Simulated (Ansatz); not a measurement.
Energy needed to pull apart GaH₃O₂ (SMILES [OH][GaH][OH]), closed shell, into free ground-state atoms, from the structure below (displaced at random from a GFN2-xTB minimum); no zero-point or spin–orbit terms; open-shell atoms are treated unrestricted, in their ground-state multiplicity.

```xyz
6
angstrom
O -0.7019 -1.2847 -0.0015
Ga -0.0965 0.3106 -0.3068
O 1.1580 0.9110 0.7140
H -1.3338 -1.7898 -0.4506
H -0.6166 1.3305 -1.3640
H 1.6232 0.5885 1.4281
```

Program: Ansatz 0.2.0. Basis: def2-TZVPP. Cores are frozen in the correlated methods. Filled d shells of the heavier atoms are correlated. The def2 sets are not built for correlating such inner shells, so the correlated values are less sure here.

```tsv
method	atomization energy (eV)
SPW92	23.21
PBE-D4	20.02
BLYP-D4	?
r2SCAN-D4	19.94
PBE0-D4	19.50
wB97M-V	19.85
HF	13.37
MP2	20.22
CCSD	?
CCSD(T)	19.59
```

**Question.** What does CCSD give? (To be estimated.)

**Answer.** By the calculation: 19.25 eV, which is about 0.33 eV less than CCSD(T)/def2-TZVPP.

**Question.** What does BLYP-D4 give? (Judge from chemistry; the value comes from the calculation.)

**Answer.** By the calculation: 19.65 eV, which is about 0.06 eV more than CCSD(T)/def2-TZVPP.

In triple zeta the MP2 and coupled-cluster atomization energies are still short of their basis limit by a few kcal/mol a bond, whereas those of the functionals are nearly converged, so these differences are not deviations from converged CCSD(T).

The T1 diagnostic stays at or below 0.014.

For scale, one of the runs: CCSD(T)/def2-TZVPP forces, 152 basis functions (an equivalent command: `ansatz run in.yaml --threads 4`). Hardware: 4 CPU threads, shared host. Wall time 100 s; peak host memory 1.9 GiB.
